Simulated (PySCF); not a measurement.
# A small calculation by hand: oscillator strength and radiative lifetime

Zn(Cl)(OH) (ClHOZn), SMILES [OH][Zn][Cl].

The structure is a stationary point at B3LYP-D3(BJ)/def2-TZVP. The values are those of a single conformer.

TDA-ωB97X/def2-SVPD (PySCF 2.14.0) puts the first singlet state with f over 0.02 at 6.68 eV (vertical), with the transition dipole (-0.282, -0.281, 0.000) in atomic units.

**Question.** Find the oscillator strength, the wavelength and the radiative lifetime that this transition would have in vacuum if emission retraced absorption.

**Answer.** 
|μ|² = 0.1585 au, so |μ| = 1.01 D. ΔE = 6.68/27.211 = 0.2455 hartree. f = (2/3) ΔE |μ|² = 0.026 (the program prints 0.026).
λ = 1239.84/6.68 = 186 nm; ν = 53878 cm⁻¹.
Einstein's coefficient A = 0.6670 ν² f s⁻¹ (ν in cm⁻¹) = 5.0e7 s⁻¹, so τ = 1/A = 20 ns. This state is S2; the lower singlet has f = 0.015. The figure is the radiative limit of this one transition; relaxation, internal conversion, crossing to triplets and a medium change what is measured.
